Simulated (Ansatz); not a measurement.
Consider the substitution at a C–C bond: `O=CCBr` + HI → `BrCI` + `C=O`.

Isolated molecules relaxed with PBE0-D4/def2-TZVP in Ansatz; ΔE leaves out vibrations. CCSD(T)/CBS is the MP2 limit (def2-TZVPP, def2-QZVPP) plus CCSD(T) − MP2 in def2-TZVPP, frozen cores. This one scheme is used for every species. Functionals use def2-TZVPP. B3LYP here is the variant with VWN-RPA as its local correlation; programs differ in this. HSE06 is defined as in plane-wave codes. Elements past krypton have def2 core potentials. For Br, I outer-core shells are correlated without core-valence functions, which leaves a few kJ/mol of doubt a bond. Scalar relativity is left out up to krypton. Each species was taken in one conformer, which may not be the lowest.

```csv
level,ΔE (kcal/mol),difference from CCSD(T)/CBS
revPBE-D4,11.2,0.8
B3LYP-D4,11.4,1.0
r2SCANh-D4,13.1,2.7
r2SCAN0-D4,13.4,3.0
ωB97X-V,12.6,2.2
PBE-QIDH,12.5,2.1
revPBE,11.0,0.6
BLYP,11.0,0.6
B3LYP,12.0,1.6
HSE06,12.7,2.3
LC-ωPBE,13.7,3.3
RPA@PBE/def2-TZVPP,10.6,0.2
CCSD/def2-TZVPP,12.3,1.9
CCSD(T)/def2-TZVPP,11.8,1.4
MP2/def2-QZVPP,9.5,-0.9
SCS-MP2/def2-QZVPP,9.6,-0.8
CCSD(T)/CBS,10.4,0
```

Largest T1 diagnostic among the species: 0.015.

From BLYP to BHLYP (50 % exact exchange), in def2-TZVPP and without D4, ΔE moves by +2.3 kcal/mol. In def2-TZVPP, CCSD(T) changes the Hartree–Fock value by −2.2 kcal/mol (the triples alone add −0.5 kcal/mol) and MP2 by −3.6 kcal/mol.
